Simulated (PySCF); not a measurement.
Species: 2,3-dihydrobenzo[b]thiophene, C8H8S.
Numbering: `[cH:1]1[cH:2][cH:3][c:4]2[c:5]([cH:6]1)[CH2:7][CH2:8][S:9]2` (hydrogens: H10 on C1; H11 on C2; H12 on C3; H13 on C6; H14, H15 on C7; H16, H17 on C8)

The same species was optimised twice, with GFN2-xTB and with PBE0-D3(BJ)/def2-SVP (PySCF), and the same property calculations (PySCF, gas phase) were run on both structures.

| coordinate | GFN2-xTB | PBE0-D3(BJ)/def2-SVP | change |
| --- | --- | --- | --- |
| C4–C5 (Å) | 1.394 | 1.404 | +0.010 |
| C3–C4 (Å) | 1.383 | 1.393 | +0.010 |
| C2–C3 (Å) | 1.386 | 1.395 | +0.009 |
| C5–C6 (Å) | 1.380 | 1.390 | +0.010 |
| C1–C2 (Å) | 1.385 | 1.394 | +0.009 |
| C1–C6 (Å) | 1.388 | 1.397 | +0.009 |
| C4–S9 (Å) | 1.758 | 1.764 | +0.006 |
| C8–S9 (Å) | 1.835 | 1.831 | -0.004 |
| C5–C7 (Å) | 1.502 | 1.505 | +0.003 |
| C7–C8 (Å) | 1.526 | 1.527 | +0.001 |
| C4–C5–C7 (°) | 114.2 | 113.1 | -1.1 |
| C6–C5–C7 (°) | 126.4 | 127.5 | +1.1 |
| C7–C8–S9 (°) | 107.3 | 106.4 | -0.9 |
| C4–S9–C8 (°) | 91.3 | 90.8 | -0.5 |
| C5–C7–C8 (°) | 107.1 | 106.6 | -0.5 |
| C3–C4–S9 (°) | 125.5 | 125.9 | +0.4 |
| C3–C4–C5 (°) | 121.4 | 121.1 | -0.3 |
| C1–C6–C5 (°) | 119.7 | 120.0 | +0.3 |

Rotational constants: A = 2927, B = 1263, C = 898.2 MHz (GFN2-xTB) against A = 2913, B = 1249, C = 891.8 MHz (PBE0-D3(BJ)/def2-SVP). Point groups within 0.08 Å: C1 and C1.

On the GFN2-xTB structure: HOMO (eV) -5.94 [PBE0/pcSseg-1]; LUMO (eV) -0.30 [PBE0/pcSseg-1]; dipole (D) 1.73 [PBE0/pcSseg-1]; GIAO shielding of C1 (ppm) 58.4 [PBE0/pcSseg-1]; GIAO shielding of C2 (ppm) 54.1 [PBE0/pcSseg-1]; GIAO shielding of C3 (ppm) 60.0 [PBE0/pcSseg-1]; GIAO shielding of C4 (ppm) 36.4 [PBE0/pcSseg-1]; GIAO shielding of C5 (ppm) 43.0 [PBE0/pcSseg-1]; GIAO shielding of C6 (ppm) 57.2 [PBE0/pcSseg-1]; GIAO shielding of C7 (ppm) 147.6 [PBE0/pcSseg-1]; GIAO shielding of C8 (ppm) 148.5 [PBE0/pcSseg-1].

**Question.** What do these properties become on the PBE0-D3(BJ)/def2-SVP structure?

**Answer.** 
```csv
property,level,on GFN2-xTB,on PBE0-D3(BJ)/def2-SVP,change
HOMO (eV),PBE0/pcSseg-1,-5.94,-5.99,-0.05
LUMO (eV),PBE0/pcSseg-1,-0.30,-0.35,-0.05
dipole (D),PBE0/pcSseg-1,1.73,1.68,-0.05
"energy, GFN2-xTB geometry as zero (kcal/mol)",PBE0/pcSseg-1,0.0,-0.4,-0.4
GIAO shielding of C1 (ppm),PBE0/pcSseg-1,58.4,55.6,-2.8
GIAO shielding of C2 (ppm),PBE0/pcSseg-1,54.1,51.3,-2.8
GIAO shielding of C3 (ppm),PBE0/pcSseg-1,60.0,57.0,-3.0
GIAO shielding of C4 (ppm),PBE0/pcSseg-1,36.4,33.7,-2.7
GIAO shielding of C5 (ppm),PBE0/pcSseg-1,43.0,40.8,-2.2
GIAO shielding of C6 (ppm),PBE0/pcSseg-1,57.2,55.2,-2.0
GIAO shielding of C7 (ppm),PBE0/pcSseg-1,147.6,145.5,-2.1
GIAO shielding of C8 (ppm),PBE0/pcSseg-1,148.5,145.5,-3.0
```

The heavy atoms differ by 0.024 Å rms after alignment. Among bonds between heavy atoms C1–C2, C1–C6, C2–C3, C3–C4, C4–C5 and C5–C6 change most and about equally (+0.009 to +0.010 Å). Changes are differences of the printed values. Neither structure is proved a minimum here.
